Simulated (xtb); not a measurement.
H₂O₄S, charge +1, sextet, at a GFN2-xTB geometry of the parent state (a state made from the parent by changing its charge; the spin is typed, not shown lowest); xtb with GFN0-xTB.

Here is a job for xtb.
```
$ xtb mol.xyz --gfn 0 --chrg 1 --uhf 5 --json

# file mol.xyz
7

O     -0.46529138     1.41220598    -0.07095844
S     -0.01626657    -0.02567348    -0.00245745
O     -0.36107300    -0.82927774    -1.16232897
O     -0.68935298    -0.82860665     1.00363709
O      1.46298435     0.16245005     0.22168374
H     -1.38901452     1.65960187    -0.21103719
H      2.07114373    -0.58299923     0.31408907
```

The log (banner, timings and long lists left out):

```
   ID    Z sym.   atoms
    1    8 O      1, 3-5
    2   16 S      2
    3    1 H      6, 7

           -------------------------------------------------
          |                Calculation Setup                |
           -------------------------------------------------

           -------------------------------------------------
          |                 G F N 0 - x T B                 |
           -------------------------------------------------

          ...................................................
          :                      SETUP                      :
          :.................................................:
          :  # basis functions                  30          :
          :  # atomic orbitals                  29          :
          :  # shells                           15          :
          :  # electrons                        31          :
          :  electronic temp.          300.0000000     K    :
          :  accuracy                    1.0000000          :
          :  -> integral cutoff          0.2500000E+02      :
          :  -> integral neglect         0.1000000E-07      :
          ...................................................

         :::::::::::::::::::::::::::::::::::::::::::::::::::::
         ::                     SUMMARY                     ::
         :::::::::::::::::::::::::::::::::::::::::::::::::::::
         :: total energy             -15.026551368807 Eh    ::
         :: gradient norm              0.111785788444 Eh/a0 ::
         :: HOMO-LUMO gap              2.397635643311 eV    ::
         ::.................................................::
         :: H0 energy                -16.473392649451 Eh    ::
         :: repulsion energy           0.091974065087 Eh    ::
         :: electrostat energy         1.356339065867 Eh    ::
         :: -> Gsolv                   0.000000000000 Eh    ::
         ::    -> Gsasa                0.000000000000 Eh    ::
         ::    -> Gshift               0.000000000000 Eh    ::
         :: dispersion energy         -0.001471850310 Eh    ::
         :: short-range corr.          0.000000000000 Eh    ::
         :: add. restraining           0.000000000000 Eh    ::
         :: total charge               1.000000000000 e     ::
         :::::::::::::::::::::::::::::::::::::::::::::::::::::

           -------------------------------------------------
          |                Property Printout                |
           -------------------------------------------------

    * Orbital Energies and Occupations

         #    Occupation            Energy/Eh            Energy/eV
      -------------------------------------------------------------
         1        2.0000           -0.7648894             -20.8137
       ...           ...                  ...                  ...
         6        2.0000           -0.5523458             -15.0301
         7        2.0000           -0.5500480             -14.9676
         8        2.0000           -0.5230811             -14.2338
         9        2.0000           -0.5054676             -13.7545
        10        2.0000           -0.4849192             -13.1953
        11        2.0000           -0.4551512             -12.3853
        12        1.9983           -0.4410250             -12.0009
        13        1.5619           -0.4352147             -11.8428
        14        1.4398           -0.4347483             -11.8301
        15        1.0000           -0.4240127             -11.5380
        16        1.0000           -0.4120628             -11.2128
        17        1.0000           -0.1962760              -5.3409
        18        1.0000           -0.1677130              -4.5637 (HOMO)
        19                         -0.0796015              -2.1661 (LUMO)
        20                         -0.0744799              -2.0267
        21                         -0.0477795              -1.3001
        22                         -0.0373009              -1.0150
        23                          0.1687585               4.5922
        24                          0.1692858               4.6065
        25                          0.2464408               6.7060
        26                          0.3859049              10.5010
        27                          0.7758107              21.1109
        28                          0.8108749              22.0650
        29                          0.9000160              24.4907
      -------------------------------------------------------------
                  HL-Gap            0.0881115 Eh            2.3976 eV
             Fermi-level            0.0000000 Eh            0.0000 eV

     #   Z          covCN         q      C6AA      α(0)
     1   8 O        1.664    -0.352    19.783     6.017
     2  16 S        3.455     1.024   103.995    17.194
     3   8 O        0.860    -0.163    17.412     5.599
     4   8 O        0.860    -0.163    17.412     5.599
     5   8 O        1.664    -0.352    19.783     6.017
     6   1 H        0.813     0.503     0.334     0.907
     7   1 H        0.813     0.503     0.334     0.907

 Mol. C6AA /au·bohr⁶  :        807.180068
 Mol. C8AA /au·bohr⁸  :      23045.796489
 Mol. α(0) /au        :         42.238956

Wiberg/Mayer (AO) data.
largest (>0.10) Wiberg bond orders for each atom

 ---------------------------------------------------------------------------
     #   Z sym  total        # sym  WBO       # sym  WBO       # sym  WBO
 ---------------------------------------------------------------------------
     1   8 O    2.542 --     2 S    1.145     6 H    0.969     3 O    0.175
                             4 O    0.175
     2  16 S    5.324 --     4 O    1.385     3 O    1.385     1 O    1.145
                             5 O    1.145     7 H    0.132     6 H    0.132
     3   8 O    2.179 --     2 S    1.385     4 O    0.380     1 O    0.175
                             5 O    0.175
     4   8 O    2.179 --     2 S    1.385     3 O    0.380     5 O    0.175
                             1 O    0.175
     5   8 O    2.542 --     2 S    1.145     7 H    0.969     4 O    0.175
                             3 O    0.175
     6   1 H    1.248 --     1 O    0.969     2 S    0.132
     7   1 H    1.248 --     5 O    0.969     2 S    0.132
 ---------------------------------------------------------------------------

Topologies differ in total number of bonds
Writing topology from bond orders to xtbtopo.mol

 dipole moment from electron density (au)
     X       Y       Z
  -0.3342  -0.5275  -0.0505  total (Debye):    1.593

           -------------------------------------------------
          | TOTAL ENERGY              -15.026551368807 Eh   |
          | GRADIENT NORM               0.111785788444 Eh/α |
          | HOMO-LUMO GAP               2.397635643311 eV   |
           -------------------------------------------------

normal termination of xtb
```
